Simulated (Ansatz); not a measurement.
Ansatz (a program for electronic structure) input (CCSD(T)/cc-pV(Q+d)Z):
A basis named .json is the Basis Set Exchange file of that set.

Ansatz 0.2 input:
```yaml
crystal:
  periodic: [false, false, false]
  atoms:
    - {symbol: C, position_ang: [2.35228743, -0.33253513, 0.20901274]}
    - {symbol: B, position_ang: [0.82872041, -0.25613501, 0.48736946]}
    - {symbol: S, position_ang: [-0.47836516, 0.24007367, -0.55551609]}
    - {symbol: C, position_ang: [-1.99510106, 0.06733854, 0.46156801]}
    - {symbol: H, position_ang: [2.71239482, -1.35375673, 0.36681765]}
    - {symbol: H, position_ang: [2.64093337, -0.02296925, -0.80137626]}
    - {symbol: H, position_ang: [2.89716866, 0.29160432, 0.92383064]}
    - {symbol: H, position_ang: [-1.93474760, 0.71897338, 1.32892437]}
    - {symbol: H, position_ang: [-2.11412451, -0.96604489, 0.77535106]}
    - {symbol: H, position_ang: [-2.83450259, 0.36286914, -0.16562189]}
basis:
  gaussian:
    orbitals: cc-pV_Q+d_Z.json
magnetization: {spin_polarized: true, initial_magnetization: 1}
correlation: {method: ccsd_t, electrons: outside_noble_gas}
```

End of the output:

```
reference -13646.07570269 eV, -501.4840324317 hartree; 12, 11 occupied and 389, 390 virtual orbitals, 2383 factors
second order -17.63956210 eV of doubles, -0.00000000 eV of singles
coupled cluster: 93.87 GiB planned
cycle   1  -18.72782826 eV  change    -1.8e0 eV  update   3.1e-2
cycle   2  -18.79604654 eV  change   -6.8e-2 eV  update   7.3e-3
cycle   3  -18.79245610 eV  change    3.6e-3 eV  update   3.6e-3
cycle   4  -18.79380344 eV  change   -1.3e-3 eV  update   1.6e-3
cycle   5  -18.79449233 eV  change   -6.9e-4 eV  update   8.1e-4
cycle   6  -18.79468799 eV  change   -2.0e-4 eV  update   3.0e-4
cycle   7  -18.79485216 eV  change   -1.6e-4 eV  update   1.2e-4
cycle   8  -18.79487388 eV  change   -2.2e-5 eV  update   5.1e-5
cycle   9  -18.79484354 eV  change    3.0e-5 eV  update   2.1e-5
cycle  10  -18.79484056 eV  change    3.0e-6 eV  update   7.9e-6
perturbative correction -0.86257624 eV, -0.0316990920 hartree
Total energy: -13665.73311949 eV, -502.2064291748 hartree
```

It need not be the lowest isomer of its formula.
